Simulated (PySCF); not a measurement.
Gas-phase reaction: 3 GaI + 6 F = GaI3 + 2 GaF3, at 500 K and a standard pressure of 1 bar. Level: CCSD(T)/def2-SVP†.

Energies from PySCF, thermal terms from the rigid-rotor harmonic-oscillator model, ideal gas at 1 bar. † marks an energy on the PBE0/def2-TZVP geometry and frequencies. CCSD(T) freezes the core. Open shells (unrestricted): F (multiplicity 2, electronic degeneracy 6); the rest are closed-shell singlets. Spin-orbit splitting is ignored; it lowers the true energy and changes the entropy of F. I: scalar-relativistic def2 core potential, no spin-orbit coupling. Ga: all electrons, no relativistic terms. CCSD(T) isn't extrapolated to the basis-set limit; its ΔH°(298 K) is -2385.6 kJ in def2-SVP and -2496.2 kJ in def2-TZVPP. The harmonic model lacks anharmonicity and excited electronic states, which grow with temperature; levels with a mode under 35 cm⁻¹ are left out. Soft modes under 120 cm⁻¹ make the harmonic entropy rough for GaI3.

```csv
species,E (Ha),H(500 K) − E (kJ/mol),S°(500 K) (J/mol/K)
GaI,-2220.04169,18.8,278.8
F,-99.43472,10.4,171.2
GaI3,-2813.71569,42.2,427.2
GaF3,-2221.96655,46.1,329.3
```
E: electronic energy; H − E holds the zero-point and thermal terms. 1 Ha = 2625.5 kJ/mol.

**Question.** Work out ΔH°, ΔS°, ΔG° and log10 K from these numbers.

**Answer.** 1. ΔE = 1×(-2813.71569) + 2×(-2221.96655) − 3×(-2220.04169) − 6×(-99.43472) = -0.91540 Ha = -2403.4 kJ.
2. Δ(H − E) = 1×(42.2) + 2×(46.1) − 3×(18.8) − 6×(10.4) = 15.6 kJ, so ΔH° = -2387.8 kJ.
3. ΔS° = 1×(427.2) + 2×(329.3) − 3×(278.8) − 6×(171.2) = -777.8 J/K; the number of gas molecules changes by -6.
4. ΔG° = ΔH° − TΔS° = -2387.8 − 500×(-777.8)/1000 = -1998.9 kJ.
5. log10 K = −ΔG°/(RT ln 10) = 208.87, with RT ln 10 = 9.57 kJ/mol; at standard pressures the products are favoured.
6. A shift of 10 kJ in ΔE would move log10 K by 1.04 here.
For scale, ΔH°(298 K) is -2386 kJ at this level, -2470 kJ at ωB97M-V/def2-TZVP†, and runs from -2991 to -1716 kJ over the 18 levels computed.
